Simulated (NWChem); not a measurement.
Everything below was run with NWChem. System: diarsenic (As2), charge 0, spin multiplicity 1, at a geometry optimised with PBE0/def2-SVP. Level: TD-CAM-B3LYP/def2-SVPD.

Input file:

```
start mol
memory heap 200 mb stack 900 mb global 1100 mb
geometry units angstroms nocenter noautoz
  As     0.000000     0.000000     1.045631
  As     0.000000     0.000000    -1.045631
  symmetry group D2h
end
basis spherical
  * library def2-svpd
end
dft
  xc xcamb88 1.00 lyp 0.81 vwn_5 0.19 hfexch 1.00
  cam 0.33 cam_alpha 0.19 cam_beta 0.46
  direct
  iterations 100
end
tddft
  rpa
  nroots 8
  notriplet
  thresh 1e-4
end
task tddft energy
```

Output (cleaned and shortened):

```
             Northwest Computational Chemistry Package (NWChem) 7.3.0
             --------------------------------------------------------

                                NWChem Input Module
                                -------------------

 Scaling coordinates for geometry "geometry" by  1.889725989
 (inverse scale =  0.529177249)

 Turning off AUTOSYM since
 SYMMETRY directive was detected!

                             Geometry "geometry" -> ""
                             -------------------------

 Output coordinates in angstroms (scale by  1.889725989 to convert to a.u.)

  No.       Tag          Charge          X              Y              Z
 ---- ---------------- ---------- -------------- -------------- --------------
    1 As                  33.0000     0.00000000     0.00000000     1.04563100
    2 As                  33.0000     0.00000000     0.00000000    -1.04563100

 Effective nuclear repulsion energy (a.u.)     275.5628056937

            Nuclear Dipole moment (a.u.)
            ----------------------------
        X                 Y               Z
 ---------------- ---------------- ----------------
     0.0000000000     0.0000000000     0.0000000000

      Symmetry information
      --------------------

 Group name             D2h
 Group number             26
 Group order               8
 No. of unique centers     1

      Symmetry unique atoms

     1


 Summary of "ao basis" -> "" (spherical)
 ------------------------------------------------------------------------------
       Tag                 Description            Shells   Functions and Types
 ---------------- ------------------------------  ------  ---------------------
 *                         def2-svpd                  on all atoms

                                 NWChem DFT Module
                                 -----------------

 Summary of "ao basis" -> "ao basis" (spherical)
 ------------------------------------------------------------------------------
       Tag                 Description            Shells   Functions and Types
 ---------------- ------------------------------  ------  ---------------------
[...]
  ----------------------------------------------------------------------------
     Transition Moments    X -0.00000   Y  0.00000   Z -1.21828
     Transition Moments   XX  0.00000  XY  0.00000  XZ -0.00000
     Transition Moments   YY  0.00000  YZ -0.00000  ZZ -0.00000
     Dipole Oscillator Strength                    0.1995408703
     Electric Quadrupole                           0.0000000000
     Magnetic Dipole                               0.0000000000
     Total Oscillator Strength                     0.1995408703

          sigma_e =   2.1895 Angstrom
          sigma_h =   1.6859 Angstrom
         |d_h->e| =   0.0000 Angstrom
            d_exc =   2.7789 Angstrom
            d_CD1 =   0.5036 Angstrom
            d_CD2 =  -1.9377 Angstrom
            d_CD3 =   2.7789 Angstrom
     Pearson C.C. =  -0.0117

     Occ.   31  ag  ---  Virt.   36  b1u -0.36314 X
     Occ.   31  ag  ---  Virt.   36  b1u -0.05576 Y
     Occ.   31  ag  ---  Virt.   40  b1u -0.19211 X
     Occ.   31  ag  ---  Virt.   40  b1u -0.05100 Y
     Occ.   31  ag  ---  Virt.   48  b1u  0.12130 X
     Occ.   32  b2u ---  Virt.   35  b3g  0.65782 X
     Occ.   32  b2u ---  Virt.   35  b3g -0.15253 Y
     Occ.   33  b3u ---  Virt.   34  b2g  0.65782 X
     Occ.   33  b3u ---  Virt.   34  b2g -0.15253 Y
  ----------------------------------------------------------------------------
  Root   7 singlet b2g            0.254415487 a.u.                6.9230 eV
  ----------------------------------------------------------------------------
     Transition Moments    X  0.00000   Y -0.00000   Z -0.00000
     Transition Moments   XX  0.00000  XY  0.00000  XZ -1.46718
     Transition Moments   YY  0.00000  YZ -0.05700  ZZ  0.00000
     Dipole Oscillator Strength                    0.0000000000
     Electric Quadrupole                           0.0000001891
     Magnetic Dipole                               0.0000001589
     Total Oscillator Strength                     0.0000003480

          sigma_e =   2.8699 Angstrom
          sigma_h =   1.6374 Angstrom
         |d_h->e| =   0.0000 Angstrom
            d_exc =   3.3004 Angstrom
            d_CD1 =   1.2325 Angstrom
            d_CD2 =  -2.2536 Angstrom
            d_CD3 =   3.3004 Angstrom
     Pearson C.C. =   0.0026

     Occ.   33  b3u ---  Virt.   36  b1u  0.98164 X
     Occ.   33  b3u ---  Virt.   40  b1u  0.15710 X
     Occ.   33  b3u ---  Virt.   48  b1u -0.09979 X
  ----------------------------------------------------------------------------
  Root   8 singlet b3g            0.254415490 a.u.                6.9230 eV
  ----------------------------------------------------------------------------
     Transition Moments    X  0.00000   Y -0.00000   Z  0.00000
     Transition Moments   XX  0.00000  XY -0.00000  XZ -0.05700
     Transition Moments   YY  0.00000  YZ  1.46718  ZZ  0.00000
     Dipole Oscillator Strength                    0.0000000000
     Electric Quadrupole                           0.0000001891
     Magnetic Dipole                               0.0000001589
     Total Oscillator Strength                     0.0000003480

          sigma_e =   2.8699 Angstrom
          sigma_h =   1.6374 Angstrom
         |d_h->e| =   0.0000 Angstrom
            d_exc =   3.3004 Angstrom
            d_CD1 =   1.2325 Angstrom
            d_CD2 =  -2.2536 Angstrom
            d_CD3 =   3.3004 Angstrom
     Pearson C.C. =   0.0026

     Occ.   32  b2u ---  Virt.   36  b1u -0.98164 X
     Occ.   32  b2u ---  Virt.   40  b1u -0.15710 X
     Occ.   32  b2u ---  Virt.   48  b1u  0.09979 X

              Target root =      1
          Target symmetry = none
      Ground state energy =  -4471.446853722302
        Excitation energy =      0.100337263338
     Excited state energy =  -4471.346516458963

  stored tddft:energy   -4471.3465164589634

 Task  times  cpu:       73.6s     wall:       73.6s

 Total times  cpu:       73.6s     wall:       73.6s
```
